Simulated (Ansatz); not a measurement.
Cartesian coordinates in Å:
```
B -1.5717 -1.5207 -0.1430
B -0.2996 -0.8441 0.6446
C 0.9926 -0.2455 0.0445
Si 0.6487 1.5888 -0.2685
H -2.4942 -0.8743 -0.5590
H -1.6660 -2.7097 -0.2841
H -0.4388 -0.7510 1.8425
H 1.2888 -0.6462 -0.9296
H 1.8479 -0.2591 0.7269
H 0.1867 2.2644 0.9720
H 1.8990 2.2468 -0.7310
H -0.3932 1.7507 -1.3154
```

Charge 0, multiplicity 1.

Q: List the B3LYP/def2-TZVPP orbital energies in eV (Ansatz 0.2.0). (Estimate.)

A: The calculation gave: Occupied: -1799.06, -276.51, -183.39, -183.22, -143.60, -98.92, -98.90, -98.90, -19.48, -14.52, -14.24, -12.47, -11.74, -10.20, -9.58, -9.41, -9.27, -8.81, -7.91. Lowest empty: -1.85, -1.36, 0.48, 1.19, 1.20, 1.61, 1.92, 2.02.

B3LYP here is the variant with VWN-RPA as its local correlation; programs differ in this.
